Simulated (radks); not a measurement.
Species: Yb2+. Configuration: [Xe] 4f14 (the NIST ground configuration).

Calculated with a radial shooting solver on a logarithmic mesh with Libxc functionals: Dirac Kohn-Sham, LDA (Slater exchange, Perdew-Wang correlation), spin-unpolarised, spherical densities, point nucleus.

Energy parts (Ry):
part                       energy
total                 -28133.1970
kinetic                31253.1632
electron-nucleus      -69813.6184
Hartree                10998.4478
exchange-correlation    -571.1895

Orbitals (lengths in bohr, moments of r in powers of bohr):
| orbital | occ. | eigenvalue (Ry) | <1/r> | <r> | small-component weight |
|---|---|---|---|---|---|
| 1s1/2 | 2 | -4492.955 | 80.61 | 0.01967 | 6.89e-02 |
| 2s1/2 | 2 | -761.7413 | 19.46 | 0.08279 | 1.55e-02 |
| 2p1/2 | 2 | -726.8135 | 19.43 | 0.06874 | 1.55e-02 |
| 2p3/2 | 4 | -649.9378 | 16.68 | 0.07624 | 1.42e-02 |
| 3s1/2 | 2 | -172.4777 | 7.128 | 0.2165 | 5.02e-03 |
| 3p1/2 | 2 | -157.0424 | 7.047 | 0.2062 | 4.97e-03 |
| 3p3/2 | 4 | -140.7302 | 6.341 | 0.2203 | 4.58e-03 |
| 3d3/2 | 4 | -114.3872 | 6.232 | 0.1936 | 4.47e-03 |
| 3d5/2 | 6 | -110.8202 | 6.061 | 0.1979 | 4.36e-03 |
| 4s1/2 | 2 | -34.75136 | 2.987 | 0.4881 | 1.63e-03 |
| 4p1/2 | 2 | -28.50939 | 2.877 | 0.4957 | 1.54e-03 |
| 4p3/2 | 4 | -24.80201 | 2.629 | 0.5285 | 1.39e-03 |
| 4d3/2 | 4 | -14.52315 | 2.407 | 0.5538 | 1.21e-03 |
| 4d5/2 | 6 | -13.84846 | 2.346 | 0.5654 | 1.17e-03 |
| 4f5/2 | 6 | -1.37296 | 1.754 | 0.7689 | 7.10e-04 |
| 4f7/2 | 8 | -1.27571 | 1.720 | 0.7893 | 6.89e-04 |
| 5s1/2 | 2 | -5.13660 | 1.107 | 1.208 | 3.25e-04 |
| 5p1/2 | 2 | -3.44333 | 0.9701 | 1.362 | 2.54e-04 |
| 5p3/2 | 4 | -2.98778 | 0.8828 | 1.477 | 2.16e-04 |

The highest occupied level is 4f7/2 at -17.357 eV. Summed over all electrons, <r^2> = 36.12 bohr^2, which gives a Langevin (diamagnetic) susceptibility term of -28.6 x 10^-6 cm^3/mol. The density falls to 0.001 e/bohr^3 at r = 3.30 bohr.
